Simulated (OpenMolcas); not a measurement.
Cr2+ in a point-charge field

Cr2+ among 4 point charges of -2 e arranged as a tetrahedron (Td), 2.18 Å from the ion.
```
   1.2586    1.2586    1.2586  -2.00
   1.2586   -1.2586   -1.2586  -2.00
  -1.2586    1.2586   -1.2586  -2.00
  -1.2586   -1.2586    1.2586  -2.00
```

```yaml
Program: OpenMolcas
Method: "SS-CASPT2, IPEA 0.25 Eh, imaginary shift 0.1 Eh (closed shells correlated: 3s 3p)"
Basis: ANO-RCC-VDZP [5s4p2d1f]
Scalar_Hamiltonian: DKH2, point nucleus
Active_space: 4 electrons in 5 orbitals (3d)
State_averaging: 2S+1 = 5 even, 5 roots; 2S+1 = 3 even, 45 roots; 2S+1 = 1 even, 50 roots
Spin-orbit_coupling: state interaction with AMFI integrals over the reference wave functions
```

The lowest spin-free states (labels of Td), above the lowest:

```
State  Degeneracy  E (cm-1)  Free-ion L (%)
  5T2           3         0         D (100)
   5E           2      1910         D (100)
  3T1           3     17310          H (86)
  3T1           3     17780          P (68)
  3T2           3     17790          H (95)
  3T1           3     17800          H (81)
   3E           2     18550          H (98)
  3T2           3     19030          F (78)
  3T1           3     19350          F (59)
  3A2           1     19550         F (100)
  3T2           3     20610          G (82)
   3E           2     21780          G (97)
  3A1           1     22490         G (100)
  3T1           3     22620          G (86)
  1A1           1     25800          G (58)
  1T1           3     25890          G (78)
  3T2           3     26040          D (99)
  1T2           3     26260          I (98)
  1A1           1     26370          I (64)
  1T1           3     26410          I (78)
```

The lowest levels with spin-orbit coupling:

| E (cm-1) | Degeneracy | Label | 2S+1 |
| --- | --- | --- | --- |
| 0 | 1 | A1 | 5 |
| 26 | 3 | T1 | 5 |
| 50 | 3 | T2 | 5 |
| 210 | 2 | E | 5 |
| 230 | 3 | T1 | 5 |
| 360 | 3 | T2 | 5 |
| 2090 | 1 | A2 | 5 |
| 2100 | 3 | T2 | 5 |
| 2120 | 2 | E | 5 |
| 2120 | 3 | T1 | 5 |
| 2130 | 1 | A1 | 5 |
| 17140 | 1 | A1 | 3 |
| 17370 | 3 | T1 | 3 |
| 17500 | 2 | E | 3 |
| 17540 | 3 | T2 | 3 |
| 17560 | 1 | A1 | 3 |
| 17710 | 3 | T1 | 3 |
| 17890 | 2 | E | 3 |
| 17890 | 3 | T2 | 3 |
| 17900 | 3 | T1 | 3 |

Powder χT (cm3 K/mol): 0.148 at 2 K, 0.719 at 10 K, 1.55 at 50 K, 1.86 at 100 K, 2.29 at 200 K, 2.54 at 300 K. The effective moment at 300 K is 2.828 √(χT) = 4.51 μB.

The lowest level has 2S+1 = 5, for which the spin-only value is χT = S(S+1) / 2 = 3.000 cm3 K/mol (g = 2). The computed 2.539 at 300 K differs by -0.461, through orbital momentum, spin-orbit coupling and any other state in reach. With a threefold ground state the orbital momentum is unquenched, so the spin-only value is not expected to hold.

Roots that are degenerate in the reference are averaged as groups; the widest CASPT2 spread within a group is 750 cm-1 (the 3-fold group of multiplicity 3 near 44800 cm-1 above the lowest state of its run). Shifts and gaps below about the spread of the groups concerned are not significant. An orbital triplet at a regular site is open to Jahn-Teller coupling, which can distort the site and quench the lowest spin-orbit gaps and is left out. The ground term spreads over less than 5000 cm-1, several times less than with real ligands, so orbital moments are less quenched and χT lies further from the spin-only value than at real sites. Free-ion shares, where given, are those of the reference states; single-state CASPT2 does not remix them. This is an electrostatic model: the charges have no orbitals. No measured value stands beside these numbers.
